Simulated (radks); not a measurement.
Q: Species: Rb3+. Configuration: [Ar] 3d10 4s2 4p4 (the NIST ground configuration). Calculated with a radial shooting solver on a logarithmic mesh with Libxc functionals: Dirac Kohn-Sham, LDA (Slater exchange, Perdew-Wang correlation), spin-unpolarised, spherical densities, finite nucleus; open shells fill j = l - 1/2 first; Fermi nuclear charge, rms radius 4.2036 fm.

Spin-orbit splittings of the eigenvalues, e(l+1/2) - e(l-1/2), with zeta = 2 splitting/(2l+1) and mean radii in bohr:

| shell | occ. | splitting (eV) | zeta (eV) | <r> j=l-1/2 | <r> j=l+1/2 |
|---|---|---|---|---|---|
| 2p | 6 | 60.68 | 40.45 | 0.1524 | 0.1564 |
| 3p | 6 | 9.152 | 6.101 | 0.5118 | 0.5224 |
| 3d | 10 | ? | ? | 0.5219 | 0.5257 |
| 4p | 4 | 1.099 | 0.7330 | 1.553 | 1.580 |

Estimate the 3d splitting.

A: 1.558 eV (zeta = 0.6233 eV).
